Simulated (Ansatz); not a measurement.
CHClNSn, SMILES `N#[C][SnH][Cl]` radical from Hartree–Fock to CCSD(T)

```xyz
5

N    -1.543   -0.089   -1.916
C    -0.875   -0.172   -0.979
Sn    0.286   -0.497    0.767
Cl    2.426    0.171    0.157
H    -0.293    0.586    1.972
```

Charge 0, multiplicity 2. Correlated methods include outer-core shells of Sn, which these sets cover unevenly. Sn takes the def2 core potential. The structure was optimised at the PBE0-D4/def2-TZVP level. Frozen core, unrestricted reference, Ansatz 0.2.0.

| basis | HF (Eh) | MP2 corr. | CCSD corr. | (T) | CCSD(T) total |
| --- | --- | --- | --- | --- | --- |
| def2-SVP | -765.53402 | ? | -0.52206 | -0.01915 | ? |
| def2-TZVPP | -765.81521 | ? | -0.83283 | ? | ? |
| def2-QZVPP | -765.83348 | ? | – | – | – |

(1) Fill in the withheld values. (Best estimate.)

Results:

(1) Computed: def2-SVP MP2 corr.: -0.49464; def2-SVP CCSD(T) total: -766.07523; def2-TZVPP MP2 corr.: -0.81744; def2-TZVPP (T): -0.03645; def2-TZVPP CCSD(T) total: -766.68449; def2-QZVPP MP2 corr.: -1.06983.
